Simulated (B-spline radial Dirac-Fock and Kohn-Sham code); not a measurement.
## Dipole and non-dipole photoemission parameters of Mo 4p3/2

System: atomic molybdenum, configuration [Kr] 4d5 5s1; threshold 41.68 eV (orbital energy of the model). Level of theory: Dirac-Hartree-Slater photoionisation with a Latter tail; cross sections with all multipoles, angular parameters from the dipole term and its interference with E2; a B-spline atomic structure program.

The run's input, task.json:

```json
{"items": [{
  "Z": 42,
  "q": 0,
  "cfg": [[1, 0, 2], [2, 0, 2], [2, 1, 6], [3, 0, 2], [3, 1, 6], [3, 2, 10], [4, 0, 2], [4, 1, 6], [4, 2, 5], [5, 0, 1]],
  "A": 98,
  "rrms": 4.4091,
  "do": "xps",
  "hv": [54.3, 55.6, 67.0, 96.8, 145.0, 173.0, 195.0, 363.0, 469.0, 487.0, 558.0, 600, 641.0, 730.0, 870.0, 887.0, 1000, 1100.0, 1300.0, 2000, 2200.0, 2660.0, 2984.4, 3440.0, 4000, 5414.7, 8010.0, 8040.0, 8047.8, 9251.7],
  "edges": {"K": 20000.0, "L1": 2866.0, "L2": 2625.0, "L3": 2520.0, "M1": 506.3, "M2": 411.6, "M3": 394.0, "M4": 231.1, "M5": 227.9, "N1": 63.2}
}]}
```

Launch: `python xray2_run.py task.json out`

| hν (eV) | σ (kb) | β | γ | δ |
| --- | --- | --- | --- | --- |
| 54.3 | 1760 | 1.867 | -0.079 | 0.003 |
| 55.6 | 1600 | 1.816 | -0.076 | 0.002 |
| 67 | 743 | 1.110 | 0.218 | -0.032 |
| 96.8 | 316 | -0.215 | 0.145 | -0.026 |
| 145 | 256 | 0.403 | -0.027 | 0.030 |
| 173 | 236 | 0.726 | 0.063 | 0.029 |
| 195 | 220 | 0.904 | 0.118 | 0.024 |
| 363 | 120 | 1.458 | 0.153 | 0.004 |
| 469 | 85.7 | 1.568 | 0.087 | 0.001 |
| 487 | 81.2 | 1.581 | 0.076 | 0.000 |
| 558 | 66.5 | 1.619 | 0.041 | 0.000 |
| 600 | 59.4 | 1.636 | 0.024 | 0.000 |
| 641 | 53.6 | 1.649 | 0.010 | 0.000 |
| 730 | 43.4 | 1.669 | -0.011 | 0.000 |
| 870 | 32.1 | 1.686 | -0.025 | 0.001 |
| 887 | 31.1 | 1.687 | -0.026 | 0.001 |
| 1000 | 25.0 | 1.692 | -0.022 | 0.001 |
| 1100 | 21.0 | 1.693 | -0.013 | 0.002 |
| 1300 | 15.3 | 1.688 | 0.019 | 0.003 |
| 2000 | 6.27 | 1.646 | 0.193 | 0.007 |
| 2200 | 5.08 | 1.631 | 0.248 | 0.008 |
| 2660 | 3.28 | 1.595 | 0.371 | 0.012 |
| 2984.4 | 2.50 | 1.570 | 0.455 | 0.015 |
| 3440 | 1.77 | 1.536 | 0.566 | 0.020 |
| 4000 | ? | ? | ? | ? |
| 5414.7 | 0.545 | 1.400 | 0.960 | 0.043 |
| 8010 | 0.183 | 1.255 | 1.323 | 0.079 |
| 8040 | 0.181 | 1.253 | 1.326 | 0.079 |
| 8047.8 | 0.180 | 1.253 | 1.327 | 0.079 |
| 9251.7 | 0.120 | 1.195 | 1.454 | 0.097 |

Q: Give the values at 4000 eV.

A: σ = 1.21 kb, β = 1.495, γ = 0.692, δ = 0.026.

Values without a named source are computed, but for edge energies of neutral atoms, which are taken from tables.
